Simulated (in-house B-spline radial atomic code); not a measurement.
A fraction x of an electron is removed from 2p in F IV (F3+), starting from [He] 2s2 2p2 and keeping the highest spin. Computed with an all-electron radial atomic-structure program (B-spline basis): non-relativistic revTPSS, spin-polarised, spherical fractional occupations, point nucleus.

```
   x  E(x) - E(0) (eV)  2p up level (eV)
   0            0.0000           -75.169
0.05            3.7892           -76.399
0.18           13.9301           -79.622
0.28           22.0173           -82.125
0.41           32.9065           -85.408
 0.5           40.6963           -87.700
0.54           44.2247           -88.723
0.69           57.8225           -92.586
0.87           74.9088           -97.270
0.91           78.8205           -98.317
   1           87.7754          -100.682
```

The exact functional would give a straight line between the two integer points. Deviations E(x) - E(0) - x[E(1) - E(0)], in eV: -0.6 at x = 0.05, -1.869 at x = 0.18, -2.56 at x = 0.28, -3.081 at x = 0.41, -3.191 at x = 0.5, -3.174 at x = 0.54, -2.743 at x = 0.69, -1.456 at x = 0.87, -1.055 at x = 0.91.

The curve lies below the straight line by up to 3.191 eV (at x = 0.5): convex, the delocalisation error that favours fractional charges.

Q: How well does Slater's transition state (minus the level at half occupation) give the ionisation energy?

A: It gives 87.700 eV against 87.775 eV from the two total energies; NIST lists 87.17 eV, ground level to ground level.
